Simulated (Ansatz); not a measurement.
Start from `BN(C)BC` and change one atom or group to get `B[N](C)[GeH3]`.

Ansatz, PBE0-D4/def2-TZVP geometries, multiplicity 1. Each molecule was computed in one conformer, which needn't be the lowest.

Scalar relativity is left out up to krypton.

```tsv
property	`BN(C)BC`
HOMO–LUMO gap (PBE0/def2-TZVPP) / eV	7.63
HOMO–LUMO gap (PBE/def2-TZVPP) / eV	5.39
HOMO–LUMO gap (B3LYP/def2-TZVPP) / eV	7.19
LUMO energy (PBE0/def2-TZVPP) / eV	-0.87
HOMO–LUMO gap (ωB97M-V/def2-TZVPP) / eV	11.88
size of the dipole moment (B3LYP/def2-TZVPP) / D	1.74
```

(1) Give the same properties after the change, and the shifts. (Estimate.)

Results:

(1) Computed: 
```tsv
property	`B[N](C)[GeH3]`	shift
HOMO–LUMO gap (PBE0/def2-TZVPP) / eV	7.87	0.24
HOMO–LUMO gap (PBE/def2-TZVPP) / eV	5.70	0.31
HOMO–LUMO gap (B3LYP/def2-TZVPP) / eV	7.41	0.22
LUMO energy (PBE0/def2-TZVPP) / eV	0.07	0.94
HOMO–LUMO gap (ωB97M-V/def2-TZVPP) / eV	11.93	0.05
size of the dipole moment (B3LYP/def2-TZVPP) / D	1.71	-0.03
```

With PBE0 the HOMO rises by 0.68 eV and the LUMO rises by 0.94 eV, so the gap widens by about 0.26 eV. PBE moves the HOMO by 0.68 eV and ωB97M-V by 0.71 eV. Dipoles are sizes alone; their direction can turn.

B3LYP here is the variant with VWN-RPA as its local correlation; programs differ in this.
